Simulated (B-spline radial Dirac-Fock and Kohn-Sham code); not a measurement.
# Binding energies of Br⁹⁺

System: Br⁹⁺ in the configuration 1s2 2s2 2p6 3s2 3p6 3d8; nuclear rms radius 4.1629 fm (A = 79).

Model: Dirac-Fock energy differences between relaxed states, corrected for Breit and QED terms. Program: a radial atomic solver. No correlation. Energies are counted from the vacuum level.

All terms are in eV, carry their sign (relaxation lowers the binding energy) and add up to the binding energy; ⟨r⟩ is the mean radius of the orbital in the initial state.

```
subshell  −ε (Koopmans)  relaxation   Gaunt  retardation  self-energy  vacuum polarisation  binding energy  ⟨r⟩ (bohr)
       K        13761.6      -43.32  -21.71         1.50       -10.96                 1.12         13688.3       0.043
      L1         2021.5      -18.05   -1.65         0.06        -1.20                 0.11          2000.7       0.189
      L2         1833.3      -20.31   -3.05         0.33         0.13                -0.01          1810.4       0.163
      L3         1785.3      -19.87   -2.16         0.36         0.02                -0.01          1763.6       0.166
      M1          457.2       -2.98   -0.22         0.01        -0.21                 0.02           453.8       0.537
      M2          389.1       -3.08   -0.41         0.05         0.02                 0.00           385.7       0.538
      M3          381.4       -2.95   -0.27         0.05         0.00                 0.00           378.3       0.547
    M4,5          267.7       -3.32   -0.04         0.00         0.01                 0.00               ?       0.540
```

Problem. Which binding energy belongs in the row of M4,5?

Solution. 264.4 eV, the sum of the terms in that row (to rounding).

For the deepest level, K (1s), the Breit terms make up -0.148 % of the binding energy, QED -0.072 % and orbital relaxation -0.317 %.

Going to the tabulated ground configuration of the next ion removes an electron from M4,5 (3d), computed at 264.4 eV. NIST lists 261 ± 2.2 eV as the ionisation energy of this species (theoretical), -3.40 eV from the computed value. Where a p, d or f shell is open in either ion the computed value averages over both j values and all terms, while the table refers to the lowest levels; that difference holds spin-orbit splitting (largest in heavy or highly charged ions), term energies where several electrons share open shells, and correlation, and it can reach 10 % or more.
